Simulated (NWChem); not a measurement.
Everything below was run with NWChem. System: HCl₃Si, charge 0, spin multiplicity 1, at a geometry optimised with B3LYP/def2-SVP. The structure started from a generated list of species. Level: constrained B3LYP/def2-SVP, VWN1-RPA local correlation.

Input file:

```
start mol
memory heap 200 mb stack 900 mb global 1100 mb
geometry units angstroms nocenter noautoz noautosym
  Si    -0.506974     0.032493     0.000000
  Cl     0.115930    -0.979337     1.679947
  Cl     0.115930    -0.979337    -1.679947
  Cl     0.302053     1.924454     0.000000
  H     -1.978889     0.126829     0.000000
end
basis spherical
  * library def2-svp
end
dft
  xc b3lyp
  semidirect memsize 60000000 filesize 0
  iterations 100
  convergence nolevelshifting
  cdft 2 2 charge -0.6 pop becke
end
task dft energy
```

NWChem printed:

```
             Northwest Computational Chemistry Package (NWChem) 7.3.0
             --------------------------------------------------------

                                NWChem Input Module
                                -------------------

 Scaling coordinates for geometry "geometry" by  1.889725989
 (inverse scale =  0.529177249)

                             Geometry "geometry" -> ""
                             -------------------------

 Output coordinates in angstroms (scale by  1.889725989 to convert to a.u.)

  No.       Tag          Charge          X              Y              Z
 ---- ---------------- ---------- -------------- -------------- --------------
    1 Si                  14.0000    -0.50697400     0.03249300     0.00000000
    2 Cl                  17.0000     0.11593000    -0.97933700     1.67994700
    3 Cl                  17.0000     0.11593000    -0.97933700    -1.67994700
    4 Cl                  17.0000     0.30205300     1.92445400     0.00000000
    5 H                    1.0000    -1.97888900     0.12682900     0.00000000

 Effective nuclear repulsion energy (a.u.)     334.4877824537

            Nuclear Dipole moment (a.u.)
            ----------------------------
        X                 Y               Z
 ---------------- ---------------- ----------------
    -0.0000075589    -0.0000170075     0.0000000000


 Summary of "ao basis" -> "" (spherical)
 ------------------------------------------------------------------------------
       Tag                 Description            Shells   Functions and Types
 ---------------- ------------------------------  ------  ---------------------
 *                          def2-svp                  on all atoms

                                 NWChem DFT Module
                                 -----------------

 Summary of "ao basis" -> "ao basis" (spherical)
 ------------------------------------------------------------------------------
       Tag                 Description            Shells   Functions and Types
 ---------------- ------------------------------  ------  ---------------------
[...]
    11      0.275149  1 Si px                10      0.268551  1 Si pz

 Vector   35  Occ=0.000000D+00  E=-7.922932D-02
              MO Center= -5.5D-01, -1.3D-01,  2.8D-01, r^2= 3.6D+00
   Bfn.  Coefficient  Atom+Function         Bfn.  Coefficient  Atom+Function
  ----- ------------  ---------------      ----- ------------  ---------------
    12      1.039134  1 Si py                13      0.601026  1 Si pz
    40      0.500115  3 Cl s                 58     -0.500137  4 Cl s
    49      0.391346  3 Cl pz                66      0.331890  4 Cl py
     9      0.252212  1 Si py                65      0.239753  4 Cl px
    47     -0.216604  3 Cl px                30     -0.193693  2 Cl py

 Vector   36  Occ=0.000000D+00  E=-7.731464D-02
              MO Center= -4.1D-01, -1.8D-01,  3.6D-01, r^2= 4.0D+00
   Bfn.  Coefficient  Atom+Function         Bfn.  Coefficient  Atom+Function
  ----- ------------  ---------------      ----- ------------  ---------------
     3      1.172300  1 Si s                  4     -1.056930  1 Si s
    13     -0.721923  1 Si pz                21      0.574101  2 Cl s
    11      0.428173  1 Si px                74      0.420166  5 H  s
    12      0.389995  1 Si py                48     -0.302487  3 Cl py
     2      0.296451  1 Si s                 66      0.264560  4 Cl py

     ---------------------------------------------
      Total Density - Mulliken Population Analysis
     ---------------------------------------------

    Atom       Charge   Shell Charges
 -----------   ------   -------------------------------------------------------
    1 Si  14    13.04   2.00  1.98  1.06 -0.01  5.92  1.04  0.73  0.32
    2 Cl  17    17.89   2.00  1.98  1.23  0.80  5.93  2.29  3.63  0.02
    3 Cl  17    17.06   2.00  1.98  1.30  0.66  5.93  2.16  3.02  0.02
    4 Cl  17    17.06   2.00  1.98  1.30  0.66  5.93  2.16  3.02  0.02
    5 H    1     0.94   0.72  0.21  0.01

     -------------------------------------------
      Total Density - Lowdin Population Analysis
     -------------------------------------------

    Atom       Charge   Shell Charges
 -----------   ------   -------------------------------------------------------
    1 Si  14    13.60   2.00  1.93  0.72  0.35  5.81  1.10  1.13  0.56
    2 Cl  17    17.53   2.00  1.96  1.05  0.82  5.83  2.45  3.39  0.02
    3 Cl  17    16.92   2.00  1.96  1.07  0.78  5.82  2.24  3.04  0.02
    4 Cl  17    16.92   2.00  1.96  1.07  0.78  5.82  2.24  3.04  0.02
    5 H    1     1.02   0.62  0.37  0.03

 center of mass
 --------------
 x =   0.03517707 y =  -0.00225481 z =   0.00000000

 moments of inertia (a.u.)
 ------------------
        1407.036946787078         -41.694888321250           0.000000000000
         -41.694888321250         759.211944980588           0.000000000000
           0.000000000000           0.000000000000         756.537613993381

     Multipole analysis of the density
     ---------------------------------

     L   x y z        total         alpha         beta         nuclear
     -   - - -        -----         -----         ----         -------
     0   0 0 0     -0.000000    -33.000000    -33.000000     66.000000

     1   1 0 0     -0.889664     -0.444828     -0.444828     -0.000008
     1   0 1 0      1.201895      0.600956      0.600956     -0.000017
     1   0 0 1     -1.978928     -0.989464     -0.989464      0.000000

     2   2 0 0    -35.245615    -34.625150    -34.625150     34.004684
     2   1 1 0      0.499823     -9.642119     -9.642119     19.784062
     2   1 0 1     -0.891352     -0.445676     -0.445676      0.000000
     2   0 2 0    -38.089140   -189.741790   -189.741790    341.394440
     2   0 1 1      4.431925      2.215962      2.215962      0.000000
     2   0 0 2    -43.054927   -192.859175   -192.859175    342.663424

 Task  times  cpu:        3.4s     wall:        3.4s

 Total times  cpu:        3.4s     wall:        3.4s
```
